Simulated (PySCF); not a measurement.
C10H8OS, SMILES Oc1ccc(-c2cccs2)cc1 at its GFN2-xTB optimised geometry (Å):

```
20

O      2.9710    -3.3982     0.0003
C      2.0736    -2.3773    -0.0030
C      0.7033    -2.5934    -0.0972
C     -0.1738    -1.5282    -0.0967
C      0.2914    -0.2151    -0.0014
C     -0.6232     0.9077     0.0000
C     -1.9927     0.9077     0.0000
C     -2.5566     2.1988    -0.0001
C     -1.6183     3.1796    -0.0009
S     -0.0235     2.5445     0.0000
C      1.6716    -0.0143     0.0910
C      2.5517    -1.0730     0.0908
H      2.5083    -4.2420    -0.0691
H      0.3236    -3.6043    -0.1727
H     -1.2317    -1.7227    -0.1757
H     -2.5899     0.0141     0.0058
H     -3.6157     2.3865     0.0010
H     -1.7599     4.2420    -0.0010
H      2.0538     0.9932     0.1653
H      3.6157    -0.9142     0.1626
```

Calculation: CAM-B3LYP/def2-SVP run with PySCF. Cells within 0.4 Å of a nucleus heavier than hydrogen are left out (blank, or x).

Map of the HOMO amplitude (bohr^(-3/2)) on the plane z = 0.0 Å; orbital energy -6.82 eV, overall sign arbitrary:

```
|5555555555555555555555555|
|5555555555555555555555555|
|5555555555555555555555555|
|5555555566555555555555555|
|5555555666555555555555555|
|5555555666555555555555555|
|555555556x555555555555555|
|555555555555x555555555555|
|5555555xx566x655555555555|
|5555555665566555555555555|
|55555556x55x5554455555555|
|55555555555x5431355555555|
|555555555566xx3x156665555|
|5555555566678643587666555|
|5555555666799656xx9766555|
|55555556668xx656897666555|
|5555555666787334x76655555|
|5555555566664x02x54555555|
|55555555555542346xx455555|
|5555555555554445696555555|
|5555555555555555676555555|
|5555555555555555666555555|
|5555555555555555555555555|
|5555555555555555555555555|
|5555555555555555555555555|
```
Scale: ten equal steps from -0.022 (start of '0') to 0.015 (end of '9'), in the order '0123456789'; x runs from -6.50 to 6.50, y from -6.50 (bottom) to 6.50 (top).
